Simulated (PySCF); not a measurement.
C4H4BClO.
Bonds: B1–C2, C2–O3 (aromatic), O3–C4 (aromatic), C4–C5 (aromatic), C5–C6 (aromatic), C6–Cl7, C2–C6 (aromatic). Hydrogens: H8, H9 on B1; H10 on C4; H11 on C5.

Theory: PySCF 2.14.0, PBE0-D3(BJ)/def2-SVP geometry optimisation, gas phase.

Some entries are withheld. Bonds in one row agree within 0.01 Å.

```csv
coordinate,value
B1–C2,1.512 Å
C2–O3,?
O3–C4,1.325 Å
C4–C5,1.371 Å
C5–C6,?
C6–Cl7,1.704 Å
C2–C6,?
"B1–H8, B1–H9",1.205 Å
C4–H10,1.089 Å
C5–H11,1.087 Å
B1–C2–O3,120.6°
B1–C2–C6,133.1°
O3–C2–C6,106.2°
C2–O3–C4,109.0°
O3–C4–C5,?
C4–C5–C6,104.3°
C5–C6–Cl7,?
C2–C6–C5,?
C2–C6–Cl7,126.1°
```

Problem. Estimate the withheld lengths and angles.

Solution. 
- C2–O3 = 1.378 Å, aromatic (substituted aromatic carbon to furan-type oxygen); 0.01 Å below the sum of covalent radii, 1.39 Å.
- C5–C6 = 1.414 Å, aromatic (aromatic CH carbon to aromatic C–Cl carbon); 0.05 Å below the sum of covalent radii, 1.46 Å.
- C2–C6 = 1.392 Å, aromatic (substituted aromatic carbon to aromatic C–Cl carbon); 0.07 Å below the sum of covalent radii, 1.46 Å.
- O3–C4–C5 = 111.7°, at the aromatic CH next to a ring oxygen, inside a 5-membered ring; the outer atoms are 2.231 Å apart.
- C5–C6–Cl7 = 125.2°, at the aromatic C–Cl carbon; the outer atoms are 2.771 Å apart.
- C2–C6–C5 = 108.7°, at the aromatic C–Cl carbon, inside a 5-membered ring; the outer atoms are 2.281 Å apart.

Radii are Cordero's, carbon taken as 0.76, 0.73 or 0.69 Å for four, three, and two or fewer neighbours.

Stationary, but not proved a minimum.
